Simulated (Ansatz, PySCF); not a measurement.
Molecule: TeF$_{3}$, charge 0, multiplicity 2. It need not be the lowest isomer of its formula. 
Coordinates optimised at B3LYP-D3(BJ)/def2-TZVP (Ansatz, a quantum-chemistry and plane-wave program):
SMILES: F[Te](F)F
```xyz
4

Te    -0.0002    -0.2213     0.1277
F     -1.9117    -0.2539    -0.2983
F      0.0010     1.4032    -0.8097
F      1.9116     0.1291     0.3703
```
Charge 0, spin multiplicity 2.

Dipole moments at this geometry, in debye (magnitudes).

```csv
level,program,dipole (D)
HF/def2-TZVPD,PySCF,2.67
PBE/def2-TZVPD,Ansatz,2.16
revPBE/def2-TZVPD,Ansatz,2.14
r2SCAN/def2-TZVPD,Ansatz,2.20
r2SCANh/def2-TZVPD,Ansatz,2.27
r2SCAN0/def2-TZVPD,Ansatz,2.36
M06-2X/def2-TZVPD,PySCF,2.46
LC-wPBE/def2-TZVPD,Ansatz,2.38
CCSD(T)/def2-SVPD,Ansatz,2.46
```
